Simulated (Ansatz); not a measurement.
Molecule: trihydroxy(methyl)silane, CH6O3Si, charge 0, multiplicity 1. SMILES: [Si](O)(C)(O)O
Geometry from a B3LYP-D3(BJ)/def2-TZVP (Ansatz, an electronic-structure program) optimisation:
```
Si
O 1 1.6421
H 2 0.9609 1 117.48
O 1 1.6431 2 109.41 3 44.58
H 4 0.9603 1 116.71 2 -134.39
O 1 1.6522 2 112.64 3 -70.53
H 6 0.9598 1 118.40 2 -58.83
C 1 1.8510 2 105.67 3 166.34
H 8 1.0912 1 110.81 2 178.03
H 8 1.0913 9 108.25 1 -121.27
H 8 1.0921 9 108.23 10 -116.51
```

Wanted: vertical triplet-singlet gap (E(triplet) - E(singlet); each state is the SCF solution reached for its spin), in eV. Valence correlation only, unless marked. Open shells are spin-unrestricted. Spin-orbit coupling is left out. Non-relativistic. CBS(X,Y): correlation extrapolated as X^-3; Hartree-Fock from the larger set. [CCSD(T)-MP2]/basis is that difference in the basis named.

RI-MP2/CBS(aug-cc-pV(T+d)Z,aug-cc-pV(Q+d)Z)+[CCSD(T)-MP2]/aug-cc-pV(T+d)Z (Ansatz) gives 7.88 eV.

Task: Another calculation gave 7.68 eV. Which level was it?
(A) B2PLYP/def2-TZVPD (Ansatz)
(B) PBE0/def2-TZVPD (Ansatz)
(C) r2SCAN/def2-TZVPD (Ansatz)
(D) PBE/def2-TZVPD (Ansatz)

Result: A, B2PLYP/def2-TZVPD (Ansatz). The others give 6.99 (r2SCAN), 7.33 (PBE0), 6.51 (PBE) eV.
